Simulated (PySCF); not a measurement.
Compound: C2H7As.
Structure used (PBE0-D3(BJ)/def2-SVP), in Å, numbered top down from 1:
```
atom  x, y, z in Å
C1    -0.913    0.577   -0.215
C2    -0.204   -0.752   -0.035
As3    1.728   -0.669    0.384
H4    -0.847    1.195    0.694
H5    -0.473    1.159   -1.040
H6    -1.983    0.433   -0.443
H7    -0.659   -1.339    0.780
H8    -0.285   -1.374   -0.941
H9     2.061    0.370   -0.687
H10    1.593    0.409    1.459
```

Method: PySCF, TDDFT CAM-B3LYP/def2-SVPD, vertical, gas phase, core orbitals frozen in the response. Relativistic effects, spin–orbit coupling among them, are left out although an element past zinc is present.

Transition dipole moments from the ground state, in atomic units and in the frame of the coordinates above (overall signs are arbitrary), for the states with f of 0.002 or more among the lowest 8:

| state | E (eV) | μx | μy | μz |
| --- | --- | --- | --- | --- |
| S1 | 6.282 | -0.229 | -0.581 | -0.040 |
| S2 | 6.903 | 0.130 | -0.006 | -0.622 |
| S3 | 6.964 | 0.831 | -0.475 | 0.185 |
| S4 | 7.839 | -0.170 | -0.121 | -0.036 |
| S5 | 8.271 | -0.687 | 0.143 | -0.152 |
| S6 | 8.328 | -0.086 | -0.073 | -0.018 |
| S8 | 8.664 | -0.058 | 0.453 | -0.021 |

What oscillator strength does each state have?

f = (2/3) ΔE |μ|² with ΔE in hartree (27.2114 eV).

```tsv
state	|μ|² (au)	|μ| (D)	f
S1	0.392	1.59	0.060
S2	0.404	1.61	0.068
S3	0.950	2.48	0.162
S4	0.045	0.54	0.009
S5	0.515	1.82	0.104
S6	0.013	0.29	0.003
S8	0.209	1.16	0.044
```

Label these states by symmetry in Cs.

From a totally symmetric ground state, an allowed state transforms like the component of the dipole operator along its μ. Polarised normal to the mirror plane, so A″: S2. Polarised in the mirror plane, so A′: S1, S3, S4, S5, S6 and S8.

What angle do the transition dipoles of S2 and S8 make?

|cos θ| = |μa·μb| / (|μa| |μb|) = 0.01, so θ ≈ 90° (taken between 0 and 90°, since the signs are arbitrary).

What peak molar absorption coefficient would the strongest computed level give as a lone Gaussian band 0.5 eV wide at half height?

ε(max) = 2.175×10⁸ f / FWHM, with the width in cm⁻¹. S3: 2.175×10⁸ × 0.1621 / 4033 ≈ 8700 L mol⁻¹ cm⁻¹.

The vertical ionisation energy (ΔSCF) is 9.47 eV, 0.81 eV above S8.

One conformer stands for the species.

Without π bonds the low states may be Rydberg-like; a valence basis with one diffuse set may place them up to an eV too high.
